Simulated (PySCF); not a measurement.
# Reading the logs of faulty runs: B2H5NSi

These are calculations, not measurements. The program is PySCF 2.14.0, an open-source quantum chemistry code, run on an isolated molecule that a program drew, which may never have been made. The molecule is B2H5NSi (charge 0, singlet), drawn as the SMILES string `B=NB[SiH3]`.

Each row is a Hartree-Fock (HF) and frozen-core CCSD(T) single point in the cc-pV(D+d)Z basis, meant for a local HF minimum. Run 1 is clean. Each other run has one planted mistake out of seven kinds, and not every kind appears here: one electron removed, one electron added, multiplicity raised by two, geometry at a saddle point, minimal basis STO-3G, one bond length entered in bohr, all coordinates scaled. The reference is restricted for singlets and unrestricted otherwise, and also for a bond in bohr. Adding or removing an electron swaps singlet and doublet. Electrons count all cores. HOMO and LUMO are orbital energies over both spins, the gradient is its largest component, and the lowest frequency (negative if imaginary) is given only where the gradient is small. Bond lengths are over the 8 bonds as drawn. T1 is the CCSD diagnostic: over 0.02 (restricted) or 0.045 (unrestricted) a single reference is doubtful.

Geometry of the clean run:
```xyz
9
B2H5NSi, angstrom
B    -5.3963   -2.9600   -0.6753
N    -4.4326   -2.2845   -0.2745
B    -3.3279   -1.5267    0.1531
Si   -1.6177   -1.3689   -0.9676
H    -6.3056   -3.5955   -1.0497
H    -3.3956   -0.9558    1.2121
H    -0.4523   -1.8827   -0.1983
H    -1.6945   -2.1213   -2.2463
H    -1.3433    0.0582   -1.2864
```

| run | electrons | basis functions | <S^2> | HOMO (eV) | LUMO (eV) | gradient (hartree/bohr) | lowest frequency (cm^-1) | mean bond (Å) | longest bond (Å) | T1 | HF (hartree) | CCSD(T) (hartree) | mistake |
|---|---|---|---|---|---|---|---|---|---|---|---|---|---|
| 1 | 36 | 90 | 0.000 | -9.81 | 1.76 | 2.1e-05 | 44 | 1.4422 | 2.051 | 0.0153 | -395.69151 | -396.17560 | no fault |
| 2 | 36 | 90 | 2.058 | -6.27 | -1.44 | 5.6e-02 | - | 1.4422 | 2.051 | 0.0297 | -395.56107 | -396.04704 | multiplicity raised by two |
| 3 | 36 | 29 | 0.000 | -7.82 | 5.90 | 3.7e-02 | - | 1.4422 | 2.051 | 0.0157 | -391.02766 | -391.26922 | ? |
| 4 | 36 | 90 | 0.944 | -8.45 | 1.60 | 2.2e-02 | - | 1.6703 | 3.876 | 0.0228 | -395.59319 | -396.05225 | ? |

**Which mistake was planted in run 3, and what did it cost?**

It has 29 basis functions where the clean run has 90, with the same electrons and geometry. So the mistake is: minimal basis STO-3G. Subtracting run 1 and multiplying by 627.51 kcal/mol a hartree, the energy moved by 2926.6 kcal/mol in HF and 3078.8 kcal/mol in CCSD(T).

**Which mistake was planted in run 4, and what did it cost?**

The mean bond changes by a factor of 1.158 and the longest by 1.890, so the molecule wasn't scaled as a whole. A length L in bohr read as angstrom grows by (1/0.5292 - 1) L = 0.890 L. The 8 bonds together grew by 8 x 0.2281 = 1.825 Å, which gives L = 2.051 Å. That is bond B3-Si4, 2.051 Å in the clean geometry. So the mistake is: one bond length entered in bohr. Subtracting run 1 and multiplying by 627.51 kcal/mol a hartree, the energy moved by 61.7 kcal/mol in HF and 77.4 kcal/mol in CCSD(T).

